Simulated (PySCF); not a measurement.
**Electronic structure of Pm(57+) (promethium, charge +57) at the UHF level**

Configuration: [He] 2s2, closed-shell 1S. Calculation: PySCF 2.14, in an uncontracted even-tempered set (19 s from 34 bohr⁻², ratio 2.2; 8 p from 52 bohr⁻², ratio 2.4; 5 d from 160 bohr⁻², ratio 2.4; 5 f from 230 bohr⁻², ratio 2.4; 4 g from 350 bohr⁻², ratio 2.4); the spin-free X2C one-electron Hamiltonian (Gaussian nucleus).

* Total energy: -4814.804860 hartree
* One-electron energy: -4919.3141 hartree
* Hartree (Coulomb) energy: 160.2105 hartree
* Exchange energy: -55.7012 hartree
* ⟨S²⟩: 0.0000
* ⟨L²⟩: 0.000
* Sum of ⟨r⟩: 0.2315 bohr
* Sum of ⟨r²⟩: 0.02197 bohr²

```tsv
shell	electrons	mean orbital energy (eV)	rms radius, mean of both spins (bohr)
1s	2	-51540.4	0.0262
2s	2	-12546.4	0.101
```

Densities and radii are taken from the X2C orbitals without a picture-change correction, which distorts them close to the nucleus.
